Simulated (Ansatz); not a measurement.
Program: Ansatz. Geometries: PBE0-D4/def2-TZVP. ΔE: electronic, gas phase. CBS: MP2 limit from def2 TZ/QZ plus the TZ coupled-cluster correction, frozen cores. DFT in def2-TZVPP. One conformer a species, not always the lowest.

`B/C=C(/O)OC` + `CNBN` → `BNBNC` + `C=C(O)OC`  (ligand exchange at a B–C bond)

`B/C=C(/O)OC`:

Cartesian coordinates in Å:
```
B -0.397 -2.314 -0.588
C -0.376 -0.957 -1.231
C 0.003 0.175 -0.589
O -0.120 1.371 -1.179
O 0.528 0.159 0.637
C 0.389 1.299 1.465
H -0.091 -2.462 0.561
H -0.732 -3.274 -1.225
H -0.678 -0.791 -2.260
H 0.375 2.046 -0.704
H 0.679 0.978 2.463
H 1.064 2.112 1.167
H -0.643 1.658 1.484
```

`CNBN`:

Z-matrix (Å, degrees):
```
C
N 1 1.440
H 1 1.096 2 112.2
H 1 1.096 2 112.2 3 121.6
H 1 1.091 2 109.0 3 -119.2
B 2 1.407 1 125.7 3 119.2
H 2 1.008 1 114.2 3 -60.8
N 6 1.411 2 123.0 1 -180.0
H 6 1.201 2 118.5 1 0.0
H 8 1.005 6 124.6 2 -0.0
H 8 1.002 6 121.8 2 -180.0
```

`BNBNC`:

Cartesian coordinates in Å:
```
B -0.379 0.368 -1.863
N -1.237 0.346 -0.755
B -0.984 0.411 0.673
N 0.183 -0.016 1.304
C 1.345 -0.685 0.765
H 0.806 0.384 -1.713
H -0.854 0.398 -2.963
H -2.219 0.428 -0.980
H -1.854 0.847 1.376
H 0.229 0.143 2.296
H 2.131 0.015 0.466
H 1.761 -1.369 1.508
H 1.071 -1.269 -0.113
```

`C=C(O)OC`:

```xyz
11

C     1.467    0.105    0.016
C     0.330    0.770    0.211
O     0.301    2.064    0.572
O    -0.925    0.298    0.092
C    -1.069   -1.054   -0.284
H     2.405    0.622    0.151
H     1.476   -0.933   -0.273
H    -0.623    2.324    0.653
H    -2.139   -1.247   -0.328
H    -0.604   -1.714    0.455
H    -0.620   -1.234   -1.265
```

Question: Is it downhill or uphill in electronic energy at CCSD(T)/CBS, and by how much? (Best estimate.)

Answer: The calculation gave: Downhill: ΔE = -22.3 kcal/mol.

Question: What do these levels give: PBE-D4, PBE0-D4, ωB97M-V, PBE, PBE0, HF/def2-TZVPP, MP2/def2-TZVPP, SCS-MP2/def2-TZVPP, CCSD/def2-TZVPP, CCSD(T)/def2-TZVPP, HF/def2-QZVPP, SCS-MP2/def2-QZVPP? (An estimate is asked.)

Answer: The calculation gave: PBE-D4 -18.7, PBE0-D4 -19.6, ωB97M-V -21.0, PBE -18.3, PBE0 -19.2, HF/def2-TZVPP -21.0, MP2/def2-TZVPP -21.6, SCS-MP2/def2-TZVPP -22.0, CCSD/def2-TZVPP -22.3, CCSD(T)/def2-TZVPP -22.1, HF/def2-QZVPP -21.2, SCS-MP2/def2-QZVPP -22.1 kcal/mol.

Largest T1 diagnostic among the species: 0.013.

The D4 term adds −0.7 kcal/mol with B3LYP and −0.4 kcal/mol with PBE0; it sums over pairs of atoms, weighted by their polarisabilities, and B3LYP, whose exchange is more repulsive, gets the larger term. From PBE to PBE0 (25 % exact exchange), in def2-TZVPP and without D4, ΔE moves by −0.9 kcal/mol.

B3LYP here is the variant with VWN-RPA as its local correlation; programs differ in this.
